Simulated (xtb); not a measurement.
B(F)2(Et) (C2H5BF2), SMILES CCB(F)F. All values are semi-empirical tight-binding results from xtb (GFN2-xTB unless named), good for trends rather than for accurate numbers. The structure is a stationary point at GFN2-xTB. The values are those of a single conformer.

The point group as xtb finds it is Cs and the orbital gap comes out as 5.69 eV. The dipole moment is 2.17 D, the zero-point energy comes out as 46.1 kcal/mol and the G − E(el) at 298.15 K (modified RRHO) comes out as 27.4 kcal/mol. The static polarisability (D4 model) comes out as 42.4 bohr³, the solvation energy, GFN2-xTB/ALPB(water) comes out as -1.7 kcal/mol and the solvation energy, GFN2-xTB/ALPB(acetonitrile) comes out as -3.0 kcal/mol.

Computed IR lines (harmonic; lines under 4 % of the strongest left out, lines within 3 cm⁻¹ merged):
ν (cm⁻¹): 404 (w), 754 (m), 983 (w), 1231 (s), 1287 (vs), 1327 (s), 2952 (w), 3038 (w), 3047 (w), 3052 (w) (against the strongest line: vs over 80 %, s over 45 %, m over 15 %, w over 4 %, vw less)
